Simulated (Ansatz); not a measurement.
`C[S][Ge]([F])([S]C)[S]C` at its PBE0-D4/def2-TZVP geometry, where that method's forces vanish. The species carries charge 0 and has multiplicity 1.

```
atom   x (Å)   y (Å)   z (Å)
  C1   1.733   2.364   1.672
  S2   2.329   0.656   1.504
 Ge3   0.551  -0.217   0.579
  F4  -0.848   0.278   1.512
  S5   0.148   0.637  -1.418
  C6  -1.668   0.609  -1.448
  S7   0.754  -2.400   0.654
  C8  -0.306  -2.886  -0.736
  H9   0.880   2.411   2.346
 H10   2.561   2.933   2.094
 H11   1.470   2.781   0.700
 H12  -2.076   1.025  -0.530
 H13  -2.047  -0.401  -1.601
 H14  -1.963   1.232  -2.292
 H15  -1.360  -2.798  -0.475
 H16  -0.077  -3.932  -0.940
 H17  -0.080  -2.292  -1.621
```

(1) For each bond, give half the difference of the two atoms' forces along it (eV/Å; positive pushes the atoms apart) under PBE-D4, r2SCAN-D4, B3LYP-D4, ωB97M-V in def2-TZVPP. (An estimate is asked.)

## Answers

(1) Ansatz gave: 
| bond | length (Å) | PBE-D4 | r2SCAN-D4 | B3LYP-D4 | ωB97M-V |
| --- | --- | --- | --- | --- | --- |
| C1–S2 | 1.818 | 0.15 | 0.19 | 0.29 | 0.15 |
| C1–H9 | 1.088 | 0.10 | -0.05 | -0.08 | -0.07 |
| C1–H10 | 1.090 | 0.11 | -0.04 | -0.10 | -0.07 |
| C1–H11 | 1.089 | 0.10 | -0.04 | -0.09 | -0.07 |
| S2–Ge3 | 2.187 | 0.09 | 0.00 | 0.08 | -0.02 |
| Ge3–F4 | 1.753 | 0.57 | 0.07 | 0.26 | 0.06 |
| S5–C6 | 1.817 | 0.14 | 0.18 | 0.28 | 0.15 |
| C6–H12 | 1.087 | 0.11 | -0.04 | -0.09 | -0.08 |
| C6–H13 | 1.089 | 0.10 | -0.04 | -0.08 | -0.07 |
| C6–H14 | 1.090 | 0.10 | -0.04 | -0.09 | -0.07 |
| S7–C8 | 1.814 | 0.14 | 0.19 | 0.28 | 0.15 |
| C8–H15 | 1.089 | 0.10 | -0.04 | -0.08 | -0.08 |
| C8–H16 | 1.090 | 0.11 | -0.05 | -0.10 | -0.07 |
| C8–H17 | 1.090 | 0.11 | -0.04 | -0.10 | -0.08 |

B3LYP here is the variant with VWN-RPA as its local correlation; programs differ in this.
